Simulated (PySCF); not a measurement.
# Shapes and spin states of IReN

Computed with PySCF, PBE0, basis Re def2-SVP with ECP60, N def2-SVP, I def2-SVP with ECP28 (scalar-relativistic core potentials, no spin–orbit coupling, density fitting).

Relaxations began from a few typed shapes and spin states; open shells are unrestricted. The search is not exhaustive: other isomers or separated fragments can lie lower, and high-lying points may rest on an excited occupation.

Problem. Order these stationary points by electronic energy, lowest first, in kJ/mol from the lowest minimum.
A. doublet (⟨S²⟩ 1.12) Cs: Re–I 2.585 Å, Re–N 1.623 Å; I–Re–N 109.6°
B. broken-symmetry Ms = 1/2 (⟨S²⟩ 1.55) C∞v: Re–I 2.739 Å, Re–N 1.636 Å; I–Re–N 180.0°
C. quartet C∞v: Re–I 2.738 Å, Re–N 1.660 Å; I–Re–N 180.0°
D. quartet Cs: Re–I 2.653 Å, Re–N 1.644 Å; I–Re–N 126.4°

Solution. D (0.0), C (27.8), A (33.0), B (86.7).

Problem. Which of them are minima?

Solution. By energy in kJ/mol, 0.0: minimum; 27.8: saddle point, 2 imaginary modes; 33.0: minimum; 86.7: saddle point, 2 imaginary modes.

Formally Re is in oxidation state +4, d3, with 3 unpaired electrons (the high-spin count). The Mulliken spin on Re is 3.14. The polar-tensor charge on Re, 0.92, is far below the formal one.

For the lowest minimum: with open d or f shells other occupations or spin states may lie lower. No spin–orbit coupling is included, which matters more the heavier the element.

The electron or spin density has lower symmetry than the nuclear frame for the broken-symmetry Ms = 1/2 (⟨S²⟩ 1.55) C∞v at 86.7 kJ/mol.
